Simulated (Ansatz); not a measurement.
Species: methylhydroxycarbene, C2H4O (charge 0, singlet). SMILES: [C](C)O
Geometry from a B3LYP-D3(BJ)/def2-TZVP (Ansatz, an electronic-structure program) optimisation:
```xyz
7

C      1.0833    -0.3696     0.0143
C     -0.1145     0.2918    -0.5715
O     -1.1364     0.2785     0.2315
H      1.3952    -1.1729    -0.6596
H      1.9063     0.3509     0.0163
H      0.9397    -0.7737     1.0339
H     -0.9626    -0.1653     1.1007
```

Computed values are from Ansatz. Correlated levels leave the core frozen unless marked. UHF or UKS for open shells. Spin-orbit coupling is left out. No relativistic terms. Basis-set limits of correlation are two-point, X^-3; Hartree-Fock from the larger set. The bracket is a focal-point correction in the basis named.

```json
{
 "atomisation energy De": "622.6 kcal/mol at RI-MP2/CBS(aug-cc-pVTZ,aug-cc-pVQZ)+[CCSD(T)-MP2]/aug-cc-pVTZ",
 "total_energy": "-153.5807 Eh at RI-MP2/CBS(aug-cc-pVTZ,aug-cc-pVQZ)+[CCSD(T)-MP2]/aug-cc-pVTZ",
 "dipole_moment": "3.18 D at CCSD(T)/aug-cc-pVDZ",
 "T1 diagnostic": "0.017 at CCSD/aug-cc-pVTZ"
}
```

The Hartree-Fock reference is unstable (checked in the largest basis), which strains HF and MP2.
